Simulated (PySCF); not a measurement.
# Spinor energies of Sn²⁺ (tin, charge +2)

Start: [Kr] 4d10 5s2. Calculated with PySCF 2.14 in x2c-TZVPall-2c (8s9p5d2f, 74 functions): generalised Hartree-Fock with the X2C-1e Hamiltonian and a Gaussian nucleus; one run each with spin-orbit coupling (SO) switched off, then screened by Boettger's factors.

| spinor shell | electrons | ε, spin-free (eV) | ε, screened SO (eV) | weight of nominal j (screened SO) | rms radius, screened SO (bohr) |
| --- | --- | --- | --- | --- | --- |
| 1s1/2 | 2 | -29364.7 | -29362.0 | 1.000 | 0.0333 |
| 2s1/2 | 2 | -4540.9 | -4540.1 | 1.000 | 0.136 |
| 2p1/2 | 2 | -4071.1 | -4231.1 | 1.000 | 0.118 |
| 3s1/2 | 2 | -930.26 | -930.07 | 1.000 | 0.361 |
| 3p1/2 | 2 | -772.93 | -803.08 | 1.000 | 0.354 |
| 3p3/2 | 4 | -772.93 | -759.11 | 1.000 | 0.366 |
| 3d3/2 | 4 | -531.43 | -536.65 | 1.000 | 0.340 |
| 3d5/2 | 6 | -531.43 | -527.78 | 1.000 | 0.343 |
| 4s1/2 | 2 | -177.47 | -177.44 | 1.000 | 0.874 |
| 4p1/2 | 2 | -127.49 | -132.97 | 1.000 | 0.931 |
| 4p3/2 | 4 | -127.49 | -125.00 | 1.000 | 0.960 |
| 4d3/2 | 4 | -52.957 | -53.637 | 1.000 | 1.17 |
| 4d5/2 | 6 | -52.957 | -52.494 | 1.000 | 1.18 |
| 5s1/2 | 2 | -28.794 | -28.796 | 1.000 | 2.42 |

Where does 2p3/2 lie, and what is the 2p spin-orbit splitting (screened SO)?

At -3998.1 eV, 232.95 eV above 2p1/2.

```csv
quantity,spin-free,screened SO
E (hartree),-6172.29206,-6173.75346
M_J,0,0
⟨J²⟩,0.000,0.000
⟨L²⟩,0.000,0.018
⟨S²⟩,0.000,0.018
```

Breit and QED terms are absent; they matter most for the inner s and p1/2 levels.

Densities and radii are taken from the X2C orbitals without a picture-change correction, which distorts them close to the nucleus.

Without spin-orbit coupling the j labels of p, d and f shells carry no meaning; the spin-free column gives the mean over the occupied spinors of each nl shell.
